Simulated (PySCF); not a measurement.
## Partial charges of `[SiH3]CCO[C@H]1C[SiH2]1`

C4H12OSi2.
Geometry (GFN2-xTB, Å), atoms numbered from 1 in this order:
```
atom  x, y, z in Å
Si1    1.9724   -0.2788    1.1334
C2     2.1741   -0.2520   -0.7608
C3     0.7780   -0.1427   -1.3393
O4     0.0452    0.6543   -0.4261
C5    -1.3360    0.6696   -0.6353
C6    -2.1295   -0.5849   -0.2248
Si7   -2.4440    0.9101    0.8768
H8     1.6789    1.0410    1.6792
H9     0.9565   -1.2611    1.5185
H10    3.2610   -0.7343    1.6798
H11    2.7684    0.6114   -1.0562
H12    2.6755   -1.1377   -1.1461
H13    0.3176   -1.1379   -1.4173
H14    0.7571    0.3176   -2.3396
H15   -1.5986    1.0838   -1.6108
H16   -1.5268   -1.3974    0.1588
H17   -2.8675   -0.9327   -0.9348
H18   -1.8071    0.9424    2.1765
H19   -3.6851    1.6386    0.6758
```

Density: PBE0/pcSseg-1 (PySCF); schemes: Mulliken, IAO, Hirshfeld and ESP-fitted. One conformer (not necessarily the lowest) at the GFN2-xTB geometry, without solvent, vibrations or thermal averaging.

Task: For which atoms does the sign change between the 4 schemes (beyond +0.03 e in one, beyond −0.03 e in another)?

Result: C3. Atomic charges aren't observables, and each scheme defines them in its own way.

Task: Do the Mulliken, IAO, Hirshfeld and ESP-fitted schemes agree on where the charge is highest?

Result: The schemes don't all agree: Mulliken Si1 (+0.521); IAO Si7 (+0.638); Hirshfeld Si7 (+0.305); ESP-fitted Si1 (+0.405).

Task: At which atom do the 4 schemes differ most?

Result: At O4: from -0.524 (Mulliken) to -0.107 e (Hirshfeld), 0.417 e apart.

Task: Give the atomic charges in each scheme.

Result: In e:

| atom | environment | Mulliken | IAO | Hirshfeld | ESP-fitted |
| --- | --- | --- | --- | --- | --- |
| Si1 | SiH3 silicon | +0.521 | +0.612 | +0.290 | +0.405 |
| C2 | sp3 carbon bound to silicon | -0.536 | -0.545 | -0.162 | -0.347 |
| C3 | sp3 carbon bound to oxygen | +0.057 | -0.043 | +0.002 | +0.174 |
| O4 | ether oxygen | -0.524 | -0.380 | -0.107 | -0.243 |
| C5 | sp3 carbon bound to oxygen | -0.104 | -0.159 | -0.049 | -0.245 |
| C6 | sp3 carbon bound to silicon | -0.464 | -0.549 | -0.179 | -0.588 |
| Si7 | SiH2 silicon | +0.518 | +0.638 | +0.305 | +0.243 |
| H8 | Si–H hydrogen | -0.073 | -0.113 | -0.081 | -0.097 |
| H9 | Si–H hydrogen | -0.102 | -0.130 | -0.083 | -0.088 |
| H10 | Si–H hydrogen | -0.109 | -0.141 | -0.096 | -0.147 |
| H11 | methylene hydrogen | +0.148 | +0.151 | +0.041 | +0.115 |
| H12 | methylene hydrogen | +0.142 | +0.151 | +0.044 | +0.093 |
| H13 | methylene hydrogen | +0.104 | +0.117 | +0.032 | +0.061 |
| H14 | methylene hydrogen | +0.111 | +0.123 | +0.035 | +0.023 |
| H15 | methine hydrogen | +0.119 | +0.132 | +0.035 | +0.199 |
| H16 | methylene hydrogen | +0.164 | +0.162 | +0.042 | +0.213 |
| H17 | methylene hydrogen | +0.148 | +0.159 | +0.044 | +0.220 |
| H18 | Si–H hydrogen | -0.052 | -0.087 | -0.052 | +0.018 |
| H19 | Si–H hydrogen | -0.068 | -0.100 | -0.062 | -0.009 |

Mean size of the charges over all atoms: IAO 0.236 e, Mulliken 0.214 e, ESP-fitted 0.186 e, Hirshfeld 0.092 e. Each set sums to the total charge, 0, to within 0.001 e. The IAO scheme projects the occupied orbitals on a minimal set of polarised atomic orbitals and counts the electrons in each atom's part of it.

Task: How closely do the schemes follow one another over all atoms?

Result: Correlation coefficient and root-mean-square difference: Mulliken with IAO 0.98, 0.061 e; IAO with Hirshfeld 0.97, 0.188 e; Mulliken with Hirshfeld 0.93, 0.173 e; IAO with ESP-fitted 0.90, 0.138 e; Mulliken with ESP-fitted 0.90, 0.124 e; Hirshfeld with ESP-fitted 0.84, 0.147 e.

Task: Sum the charges by element, for elements with more than one atom.

Result: 
```
element  atoms  Mulliken     IAO  Hirshfeld  ESP-fitted
     Si      2    +1.039  +1.250     +0.595      +0.648
      C      4    -1.048  -1.296     -0.388      -1.006
      H     12    +0.533  +0.425     -0.100      +0.601
```
